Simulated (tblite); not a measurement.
Input of a run (GFN2-xTB geometry optimisation, gas phase (tblite 0.8.0)), started from a force field or distance geometry:
```
{"job": {"kind": "relax", "xc": "GFN2-xTB", "basis": "xTB"}, "charge": 1, "multiplicity": 1}
C     -2.570300    -1.301400    -1.285400
C     -1.870100    -0.162400    -0.559800
C     -2.820000     0.526200     0.406200
P     -0.403700    -0.817800     0.313800
C      0.580800     0.644000     0.746300
C      1.738400     0.290200     1.659700
C      2.817500    -0.250400     0.723200
C      2.546700     0.376200    -0.635200
C      1.307400     1.241400    -0.461600
H     -2.932100    -2.062800    -0.576600
H     -1.896600    -1.788900    -1.986500
H     -3.442700    -0.928600    -1.847600
H     -1.522200     0.556600    -1.285700
H     -3.153400    -0.154800     1.189800
H     -2.351900     1.392300     0.890300
H     -3.716000     0.898700    -0.115400
H     -0.769900    -1.567300     1.465600
H      0.326200    -1.740800    -0.470900
H     -0.075000     1.380900     1.223300
H      1.471500    -0.435300     2.436800
H      2.111400     1.200000     2.166700
H      2.744300    -1.342500     0.658600
H      3.827400    -0.006200     1.102800
H      3.385500     0.951400    -0.999100
H      2.353100    -0.412000    -1.374200
H      0.682400     1.262500    -1.363100
H      1.611400     2.277300    -0.238000
```

Output (eV, eV/Å):
```
step      E/eV     max force
  0    -773.35408    0.928
  1    -773.42640    0.573
  2    -773.45029    0.420
  3    -773.46742    0.491
  4    -773.48079    0.313
  5    -773.48689    0.132
  6    -773.49002    0.134
  7    -773.49350    0.151
  8    -773.49780    0.185
  9    -773.50226    0.207
 10    -773.50606    0.157
 11    -773.50904    0.114
 12    -773.51159    0.112
 13    -773.51394    0.106
 14    -773.51605    0.110
 15    -773.51784    0.085
 16    -773.51930    0.084
 17    -773.52052    0.071
 18    -773.52158    0.069
 19    -773.52255    0.067
 20    -773.52349    0.068
 21    -773.52439    0.057
 22    -773.52523    0.058
 23    -773.52604    0.058
 24    -773.52688    0.066
 25    -773.52783    0.079
 26    -773.52896    0.069
 27    -773.53029    0.082
 28    -773.53179    0.095
 29    -773.53328    0.086
 30    -773.53448    0.066
 31    -773.53534    0.068
 32    -773.53605    0.062
 33    -773.53683    0.068
 34    -773.53777    0.064
 35    -773.53872    0.055
 36    -773.53947    0.049
 37    -773.54000    0.042
 38    -773.54047    0.040
 39    -773.54095    0.035
 40    -773.54140    0.035
 41    -773.54174    0.036
 42    -773.54200    0.034
 43    -773.54223    0.029
 44    -773.54244    0.028
 45    -773.54262    0.026
 46    -773.54279    0.027
 47    -773.54297    0.029
 48    -773.54318    0.029
 49    -773.54337    0.029
 50    -773.54351    0.027
 51    -773.54363    0.023
 52    -773.54377    0.027
 53    -773.54392    0.023
 54    -773.54408    0.025
 55    -773.54422    0.029
 56    -773.54434    0.028
 57    -773.54448    0.025
 58    -773.54461    0.024
 59    -773.54473    0.020
 60    -773.54484    0.022
 61    -773.54498    0.024
 62    -773.54515    0.032
 63    -773.54533    0.028
 64    -773.54549    0.026
 65    -773.54563    0.025
 66    -773.54574    0.024
 67    -773.54582    0.022
 68    -773.54589    0.017
 69    -773.54594    0.018
 70    -773.54600    0.014
 71    -773.54605    0.016
 72    -773.54609    0.011
 73    -773.54611    0.011
 74    -773.54614    0.011
 75    -773.54617    0.015
 76    -773.54620    0.016
 77    -773.54624    0.014
 78    -773.54628    0.013
 79    -773.54633    0.016
 80    -773.54639    0.018
 81    -773.54646    0.017
 82    -773.54654    0.023
 83    -773.54663    0.023
 84    -773.54674    0.021
 85    -773.54684    0.020
 86    -773.54694    0.019
 87    -773.54703    0.020
 88    -773.54712    0.017
 89    -773.54718    0.015
 90    -773.54721    0.011
 91    -773.54724    0.010
 92    -773.54727    0.011
 93    -773.54730    0.011
 94    -773.54733    0.012
 95    -773.54736    0.012
 96    -773.54741    0.015
 97    -773.54748    0.020
 98    -773.54756    0.023
 99    -773.54764    0.021
100    -773.54773    0.019
101    -773.54786    0.022
102    -773.54803    0.032
103    -773.54820    0.038
104    -773.54836    0.033
105    -773.54848    0.025
106    -773.54864    0.031
107    -773.54875    0.025
108    -773.54883    0.016
109    -773.54887    0.014
110    -773.54890    0.013
111    -773.54893    0.012
112    -773.54897    0.013
113    -773.54900    0.011
114    -773.54903    0.015
115    -773.54907    0.011
116    -773.54909    0.011
117    -773.54912    0.012
118    -773.54916    0.013
119    -773.54919    0.014
120    -773.54922    0.012
121    -773.54924    0.012
122    -773.54927    0.012
123    -773.54931    0.012
124    -773.54934    0.011
125    -773.54936    0.008
```

Problem. Summarise the run.

Solution. The energy falls by 0.195 eV over 125 L-BFGS steps, the largest force on an atom goes from 0.93 to 0.008 eV/Å, and the atoms move by 0.209 Å rms after alignment. The bond that changes most is P4–H17 (phosphonium phosphorus to P–H hydrogen), which shortens by 0.044 Å. Bonds longer at the end by more than 0.005 Å: 8 of 27; shorter: 12. Among the angles that change most is C2–P4–C5, from 105.1° to 116.1°. Among the dihedrals that turn most is H23–C7–C8–H25, from 119° to 107°. The energy never rose by more than 1e-5 eV on the way. The first step brought 37 % of the lowering.

Problem. What are the final bond lengths?

Solution. C1–C2 1.529 Å, C2–C3 1.528 Å, C2–P4 1.829 Å, P4–C5 1.826 Å, C5–C6 1.531 Å, C6–C7 1.528 Å, C7–C8 1.541 Å, C8–C9 1.538 Å, C5–C9 1.535 Å, C1–H10 1.089 Å, C1–H11 1.089 Å, C1–H12 1.087 Å, C2–H13 1.098 Å, C3–H14 1.089 Å, C3–H15 1.089 Å, C3–H16 1.087 Å, P4–H17 1.379 Å, P4–H18 1.374 Å, C5–H19 1.095 Å, C6–H20 1.090 Å, C6–H21 1.090 Å, C7–H22 1.093 Å, C7–H23 1.087 Å, C8–H24 1.088 Å, C8–H25 1.090 Å, C9–H26 1.092 Å, C9–H27 1.090 Å. Numbering counts from 1 in the input's order; the species is `CC(C)[PH2+]C1CCCC1`.

GFN2-xTB frequencies show an imaginary mode (28i cm⁻¹), so the point is no minimum at that level. 3 starts were optimised and ended at 0.00, 0.24 and 0.45 kcal/mol (GFN2-xTB); the lowest of these is shown.

One conformer stands for the species.

These are computed values.
